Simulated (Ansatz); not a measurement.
The first iterations of a band of C3H12BNSi (18 atoms, charge 0, multiplicity 1).

Method: RKS B3LYP/6-31G* in Ansatz.

| Quantity | Value |
| --- | --- |
| movable images | 6 |
| climbing image | no |
| spring | 5.0 eV/Å² |
| optimiser | quadratic models (default) |
| start path | IDPP |
| force threshold | 0.03 eV/Å |
| iteration limit | 41 |
| end points | relaxed |

First end point:

```xyz
18
Properties=species:S:1:pos:R:3
C 0.578 -2.094 -0.228
C 1.274 -0.827 -0.762
B 0.595 0.550 -0.339
N 1.390 1.554 0.242
C -0.955 0.831 -0.560
Si -1.942 0.790 1.051
H 1.065 -3.007 -0.591
H -0.472 -2.139 -0.540
H 0.592 -2.128 0.868
H 2.335 -0.848 -0.473
H 1.270 -0.870 -1.864
H 2.377 1.434 0.427
H 1.039 2.461 0.520
H -1.114 1.829 -0.995
H -1.403 0.108 -1.254
H -1.710 -0.469 1.812
H -1.547 1.927 1.932
H -3.409 0.907 0.806
```

Last end point:

```xyz
18
Properties=species:S:1:pos:R:3
C 0.577 -2.095 -0.223
C 1.273 -0.828 -0.758
B 0.594 0.551 -0.341
N 1.391 1.557 0.234
C -0.955 0.832 -0.562
Si -1.941 0.789 1.050
H 1.064 -3.008 -0.587
H -0.474 -2.139 -0.535
H 0.591 -2.129 0.873
H 2.334 -0.848 -0.466
H 1.271 -0.872 -1.860
H 1.042 2.467 0.508
H 2.378 1.438 0.419
H -1.114 1.830 -0.995
H -1.404 0.109 -1.256
H -1.711 -0.471 1.810
H -1.546 1.924 1.934
H -3.408 0.905 0.807
```

| iteration | highest image above the first end (eV) | largest band force component (eV/Å) |
| --- | --- | --- |
| 1 | 1.388 | 2.425 |
| 2 | 1.290 | 0.995 |
| 3 | 1.274 | 0.312 |
| 4 | 1.221 | 0.845 |
| 5 | 1.173 | 0.824 |
| 6 | 1.120 | 0.517 |
| 7 | 1.079 | 0.250 |
| 8 | 1.077 | 0.104 |
| 9 | 1.071 | 0.116 |
| 10 | 1.069 | 0.141 |
| 11 | 1.069 | 0.085 |

Q: Does the band converge within its limit, and where does its top end?

A: The run converged. It ended after 34 iterations with the highest image 0.778 eV above the first end. No image climbed, so the highest image needn't sit at the top of the path.

Time of the run: 12 min on 2 threads of Arm Neoverse V2, with other jobs on the host, peak memory 0.3 GiB.
